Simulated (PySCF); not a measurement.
**Worked example: chemical shift, span and skew from a shielding tensor**

H₄MgSi, SMILES [MgH][SiH3]. Atoms are numbered in the order given.

```xyz
6

Mg     0.0000     0.0000    -1.4705
H      0.0000     0.0000    -3.1761
Si     0.0000     0.0000     1.1209
H      1.1868    -0.6852     1.7097
H     -1.1868    -0.6852     1.7097
H      0.0000     1.3704     1.7097
```
Charge 0, spin multiplicity 1.

Coordinates come from a TPSSh-D3(BJ)/def2-TZVP optimisation.

GIAO shieldings from PBE0/pcSseg-2 in PySCF, non-relativistic, no solvent. The symmetric part of the tensor of Si3 has the principal values 481.9, 505.2, 505.2 ppm. The same nucleus in TMS has σ = 341.9 ppm at this level (PySCF, at its B3LYP-D3(BJ)/def2-TZVP geometry).

**Question.** Work out the isotropic shielding, the ²⁹Si shift against TMS, the span and the skew.

**Answer.** 
σ(iso) = (σ11 + σ22 + σ33)/3 = 497.4 ppm. δ = σ(ref) − σ(iso) = 341.9 − (497.4) = -155.5 ppm.
Span Ω = σ33 − σ11 = 23.3 ppm. Skew κ = 3(σ(iso) − σ22)/Ω = -1.00, an axial tensor. Tumbling in solution averages the tensor to δ; in a static solid the shielding alone would spread this spin-1/2 line over Ω.
